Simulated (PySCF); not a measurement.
Compound: CH6F2OSi2.
Bonds: F1–C2, C2–F3, C2–Si4, Si4–O5, O5–Si6. Hydrogens: H7 on C2; H8, H9 on Si4; H10, H11, H12 on Si6.

Computed by this run: PBE0-D3(BJ)/def2-SVP geometry optimisation, gas phase (PySCF 2.14.0); density fitting, grid level 1; the optimiser is geomeTRIC in internal coordinates, started from a GFN2-xTB structure with every atom displaced at random (about 0.01 Å).

Step 4: E = -24345.5112 eV
```
atom  x, y, z in Å  |  force x, y, z in eV/Å
F1     -1.6830   -1.3153    1.2018    0.009  -0.011   0.007
C2     -1.9355   -0.5895    0.0806   -0.013  -0.007  -0.023
F3     -3.2072   -0.1102    0.1620   -0.016   0.000   0.006
Si4    -0.7404    0.9030   -0.0103    0.039   0.106   0.046
O5      0.7825    0.3528   -0.2899   -0.049  -0.018  -0.055
Si6     2.3254   -0.2208   -0.1586    0.080  -0.019   0.031
H7     -1.8866   -1.2797   -0.7832   -0.010   0.003   0.000
H8     -0.8250    1.6244    1.2916   -0.009  -0.022  -0.009
H9     -1.1720    1.7881   -1.1283    0.003  -0.037  -0.012
H10     3.0542    0.5163    0.9164   -0.013  -0.008  -0.001
H11     2.2988   -1.6769    0.1681   -0.009   0.009   0.000
H12     3.0282   -0.0200   -1.4590   -0.013   0.003   0.010
```

Step 5: E = -24345.5131 eV
```
atom  x, y, z in Å  |  force x, y, z in eV/Å
F1     -1.6571   -1.3379    1.1788    0.016  -0.020   0.031
C2     -1.9406   -0.5905    0.0806   -0.047   0.044  -0.038
F3     -3.2023   -0.0929    0.2179    0.006  -0.018   0.007
Si4    -0.7361    0.8952   -0.0257    0.021   0.090   0.051
O5      0.7826    0.3393   -0.3188   -0.073  -0.004  -0.057
Si6     2.3283   -0.2191   -0.1537    0.078  -0.021   0.026
H7     -1.9378   -1.2662   -0.7955    0.007   0.003  -0.004
H8     -0.8128    1.6202    1.2743    0.009  -0.032   0.008
H9     -1.1754    1.7856   -1.1355    0.004  -0.043  -0.034
H10     3.0286    0.5272    0.9334   -0.008  -0.004   0.004
H11     2.3083   -1.6742    0.1757   -0.006   0.002   0.001
H12     3.0538   -0.0144   -1.4404   -0.007   0.004   0.003
```

Step 6: E = -24345.5163 eV
```
atom  x, y, z in Å  |  force x, y, z in eV/Å
F1     -1.6091   -1.3727    1.1371    0.019  -0.028   0.036
C2     -1.9471   -0.5887    0.0808   -0.078   0.092  -0.022
F3     -3.1889   -0.0716    0.3133    0.047  -0.044  -0.001
Si4    -0.7293    0.8857   -0.0518   -0.015   0.046   0.047
O5      0.7798    0.3174   -0.3712   -0.052   0.004  -0.058
Si6     2.3287   -0.2168   -0.1455    0.034  -0.017   0.018
H7     -2.0157   -1.2377   -0.8124    0.018   0.001  -0.004
H8     -0.7847    1.6102    1.2490    0.026  -0.025   0.020
H9     -1.1823    1.7778   -1.1537    0.004  -0.032  -0.044
H10     2.9763    0.5437    0.9637   -0.002   0.002   0.008
H11     2.3173   -1.6702    0.1884   -0.001  -0.006   0.002
H12     3.0942   -0.0047   -1.4066    0.002   0.007  -0.004
```

**Question.** Estimate the geometry and energy of step 7. (The exact step hangs on the optimiser's Hessian estimate; all steps are aligned on step 6, rigid shifts and turns removed.)

**Answer.** E = -24345.5204 eV, largest force 0.126 eV/Å
```
atom  x, y, z in Å  |  force x, y, z in eV/Å
F1     -1.5379   -1.4167    1.0743    0.012  -0.013   0.010
C2     -1.9481   -0.5839    0.0820   -0.083   0.093   0.019
F3     -3.1577   -0.0588    0.4376    0.053  -0.057  -0.028
Si4    -0.7210    0.8798   -0.0861   -0.054  -0.010   0.043
O5      0.7728    0.2929   -0.4442    0.014   0.013  -0.059
Si6     2.3193   -0.2147   -0.1345   -0.021  -0.021   0.013
H7     -2.1027   -1.1944   -0.8272    0.024   0.001  -0.007
H8     -0.7376    1.5992    1.2181    0.032  -0.003   0.022
H9     -1.1950    1.7692   -1.1811    0.003  -0.011  -0.026
H10     2.8945    0.5619    1.0030    0.004   0.007   0.010
H11     2.3121   -1.6660    0.2070    0.006  -0.009   0.005
H12     3.1408    0.0039   -1.3579    0.010   0.010  -0.003
```

The energy changes by -0.0040 eV. The first-order estimate −F·Δx gives -0.0053 eV and the mean of the old and new forces, exact on a quadratic surface, -0.0034 eV. The step makes an angle of 84° with the force vector and moves no atom by more than 0.129 Å.

The cost below is that of the whole optimisation. The run took 2.1 min wall on one thread of an Arm Neoverse V1, no GPU, shared host with 64 logical CPUs at a one-minute load of 76, and the process peaked at 0.52 GiB of memory.
